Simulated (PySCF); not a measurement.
Unknown compound

An unknown has the formula C$_{8}$H$_{16}$N$_{2}$. Its calculated NMR data are:

¹H NMR (300 MHz, computed): δ 6.44 (q, 1H), 2.24 (sept, 1H), 1.98 (q, 2H), 1.69 (d, 3H), 1.19 (d, 6H), 1.05 (t, 3H).

¹³C{¹H} NMR (computed): δ 150.8 (C), 130.2 (CH), 36.9 (CH), 27.7 (CH2), 23.2 (CH3, 2C), 15.9 (CH3), 14.0 (CH3).

Computed data (PySCF): GFN2-xTB structure, PBE0/pcSseg-1 with gauge-including orbitals. No relativistic terms, single conformer, in vacuum, averaged over atoms made equivalent by symmetry, fast rotation or ring inversion.

Shifts are taken against calculated references (same method and geometry level): ¹H (31.72 ppm), ¹³C (186.93 ppm) against TMS.

Which candidate is it?
A. C=CN(C)N1CCCCC1
B. C/C=N\N=C(/CC)C(C)C
C. C=C[C@H]1CCCN(C)N1C

Results:

B. 

1. Rings plus π bonds: 2 (no ring in the answer).
2. 7 carbon signals for 8 carbons: some carbons are equivalent by symmetry or fast rotation.
3. Carbon types of the structure: 1 × C, 2 × CH, 1 × CH2, 4 × CH3, which accounts for all hydrogens.
4. δC 150.8, 130.2: C=N carbon.
5. δC 36.9: sp3 CH; saturated and bonded to C and H only.
6. δC 27.7: sp3 CH2; saturated and bonded to C and H only.
7. δC 23.2, 15.9, 14.0: methyl carbon; a saturated carbon with 1 carbon neighbour and no heteroatom attached.
8. δH 6.44: hydrogen on a C=N carbon.

The others: C=C[C@H]1CCCN(C)N1C would give 8 carbon signals, not 7; C=CN(C)N1CCCCC1 would give 6 carbon signals, not 7.

Shifts are as computed. Against solution values, carbons near 30 ppm lie about +3 ppm off and those near 130 ppm about +5 ppm. Of 1211 compounds with measured shifts, 218 miss one by over three times the rms of a fit or turn the order of signals round; such compounds aren't used in these exercises. No couplings were computed; multiplicities are counted from neighbouring protons, with m where these are inequivalent, close in shift, in a saturated or five-membered ring or joined by F or P, and br s for small geminal =CH2 splittings.
